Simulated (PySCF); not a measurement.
## Correlation energy of Cd+ (cadmium, charge +1)

[Kr] 4d10 5s1, 2S determinant. Computed with PySCF 2.14 in aug-cc-pwCVDZ-PP with ECP28MDF (6s6p5d3f, 70 functions), with a scalar-relativistic core potential. Frozen: 4s2 4p6; 11 electrons correlated.

```tsv
level	correlation energy (mhartree)
CCSD	-363.24
(T)	-8.29
CCSD(T)	-371.53
```

Diagnostics: T1 = 0.0095, D1 = 0.0425, largest double amplitude 0.019.

Cost of the coupled-cluster step: of the order of 26 core-seconds, for 11 correlated electrons.
